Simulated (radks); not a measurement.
Values are calculated unless marked as measured or tabulated.
Ionisation of neutral germanium, [Ar] 3d10 4s2 4p2, to [Ar] 3d10 4s2 4p1 as the strength of local exchange is varied. Level of theory: scalar-relativistic Kohn-Sham, Slater X-alpha exchange (alpha = 2/3 is LDA exchange), no correlation, spin-polarised, spherical densities, finite nucleus; open shells are filled with parallel spins first; Fermi nuclear charge, rms radius 4.0742 fm (a radial shooting solver on a logarithmic mesh with Libxc functionals).

| alpha | E(Ge) (hartree) | exchange (hartree) | IE (eV) | -e of the level emptied (eV) | <r> of it (bohr) |
|---|---|---|---|---|---|
| 0.59 | -2084.60925 | -64.90643 | 6.566 | 3.205 (4p) | 3.026 |
| 0.625 | -2088.46682 | -68.88796 | 6.859 | 3.457 (4p) | 2.978 |
| 0.642 | -2090.34315 | -70.82710 | 7.003 | 3.582 (4p) | 2.956 |
| 0.667 | -2093.10560 | -73.68499 | 7.218 | 3.769 (4p) | 2.924 |
| 0.937 | -2123.17818 | -105.02101 | 9.725 | 6.025 (4p) | 2.636 |
| 0.985 | -2128.56990 | -110.68172 | 10.205 | 6.469 (4p) | 2.593 |

NIST Atomic Spectra Database: 7.899 eV (measured). The Delta-SCF value meets it near alpha = 0.74. Open shells are spherical and high-spin; term and fine-structure splittings are not resolved.
